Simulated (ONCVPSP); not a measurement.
**Tc (Z = 43): ONCV pseudisation with PBE, scalar-relativistic reference atom.**

- Element: technetium
- Generator: ONCVPSP 4.0.1
- Type: optimised norm-conserving Vanderbilt (ONCV)
- Functional: PBE
- Relativity: scalar-relativistic
- Frozen core: [Ar] 3d10
- Valence charge: 15
- Reference configuration: 4s2 4p6 4d5 5s1.5 (charge +0.5)
- Partial waves: 4s+5s: rc 1.55 bohr, ncon 4, nbas 7, qcut 7.7 1/bohr, 2 projectors; 4p: rc 1.55 bohr, ncon 4, nbas 7, qcut 8.2 1/bohr, 3 projectors, debl 2.7 Ha; 4d: rc 1.90 bohr, ncon 3, nbas 7, qcut 10 1/bohr, 2 projectors, debl 1.7 Ha; f scattering state at 0.25 Ha: rc 1.95 bohr, ncon 3, nbas 7, qcut 5.4 1/bohr, 2 projectors, debl 2.4 Ha
- Local potential: polynomial inside 1.30 bohr (lpopt 2, dvloc0 2 Ha)
- Core correction: Teter function, fcfact 2, rcfact 1.3

All-electron outer shells of the reference configuration (PBE, scalar-relativistic, ld1.x):

| shell | level (eV) | outermost node (bohr) | outermost maximum (bohr) |
| --- | --- | --- | --- |
| 3d | -253.49 | – | 0.31 |
| 4s | -77.01 | 0.50 | 0.95 |
| 4p | -48.98 | 0.51 | 1.03 |
| 4d | -10.24 | 0.50 | 1.27 |
| 5s | -8.12 | 1.28 | 2.69 |

Problem. Estimate the cutoffs (Ha) at which the residual kinetic energy of the hardest occupied pseudo-wave falls to 1 and 0.1 mHa per electron.

Solution. 23 Ha and 28 Ha. The cutoffs count occupied waves only; projector 2 of the f channel, the hardest unoccupied one, needs 68 Ha at the loose tolerance.

Problem. Does the potential have ghost states?

Solution. No bound ghost flagged; no localised positive-energy state flagged.

Problem. Tests: 4s2 4p6 4d5 5s2; 4s2 4p6 4d5 5s1; 4s2 4p6 4d5 5s0; 4s2 4p6 4d6 5s0. Which has the largest error in its energy relative to the reference configuration, and how large is it?

Solution. 4s2 4p6 4d6 5s0, with -4.4 meV (all-electron minus pseudo) on +2.88 eV.
